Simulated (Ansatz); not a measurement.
Ideal-gas functions of CH4I2OZr, SMILES `[CH3][Zr]([OH])([I])[I]` at 800 K and 1 bar, from an Ansatz frequency run at PBE0-D4/def2-TZVP.

Molar mass 377.07 g/mol, point group Cs (symmetry number 1), electronic degeneracy 1, moments of inertia 402.663, 1412.789, 1634.547 u Å². Harmonic wavenumbers (cm⁻¹, unscaled): 46, 86, 103, 106, 117, 146, 207, 256, 268, 293, 465, 508, 530, 750, 1166, 1403, 1405, 3016, 3109, 3109, 3977.

Use S(trans) = R[1.5 ln M + 2.5 ln T − 1.1517]; rotational temperatures θ = 24.2544 K / I; S(rot) = R[ln(√π/σ · √(T³/θAθBθC)) + 1.5]; for each mode x = 1.438777 ν̃/T, S = R[x/(eˣ − 1) − ln(1 − e⁻ˣ)] and H = RT x/(eˣ − 1); 1 cm⁻¹ = 0.0119627 kJ/mol; R = 8.31446 J/(mol·K).

Q: By hand: the entropy, in J/(mol·K).

A: Translation 203.4. Rotation: θ = 0.0602, 0.0172, 0.0148 K, giving 146.7. Vibration, mode by mode: 29.04, 23.84, 22.35, 22.11, 21.29, 19.46, 16.58, 14.84, 14.46, 13.74, 10.04, 9.35, 9.02, 6.43, 3.53, 2.52, 2.52, 0.24, 0.21, 0.21, 0.05, in all 241.8. Electronic 0.0. Sum 591.9 J/(mol·K).

Q: By hand: H − E and G − E in kJ/mol, counted from the electronic energy.

A: Zero-point energy ½ × 21066 × 0.0119627 = 126.0; thermal vibration 78.2; translation, rotation and pV give 4 RT = 26.6. H − E = 230.8 kJ/mol, and G − E = 230.8 − 800 × 591.9/1000 = -242.7 kJ/mol.

Vibration gives 41 % of the entropy, 138.1 J/(mol·K) of it from the modes under 150 cm⁻¹: soft modes count most, and the harmonic formula is weakest for them. The sum counts one conformer and one mirror image; others add a mixing term.
